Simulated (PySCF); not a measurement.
O₂Se. Atoms are numbered in the order given.

```xyz
3

O      0.0000    -1.3396    -0.5939
Se     0.0000     0.0000     0.2795
O      0.0000     1.3396    -0.5939
```

Geometry optimised at PBE0-D3(BJ)/def2-TZVP.

Level of theory: PySCF with PBE/pcSseg-2.

GIAO shieldings, no solvent; atoms alike by connectivity are averaged. δ = σ(ref) − σ: ¹⁷O against H2O (σ = 327.5 ppm); ⁷⁷Se against Me2Se (σ = 1646.5 ppm), references at their B3LYP-D3(BJ)/def2-TZVP geometries, non-relativistic.

Computed chemical shifts:
| nucleus | atoms | count | δ (ppm) |
|---|---|---|---|
| ¹⁷O | O1, O3 | 2 | 891.1 |
| ⁷⁷Se | Se2 | 1 | 1921.6 |
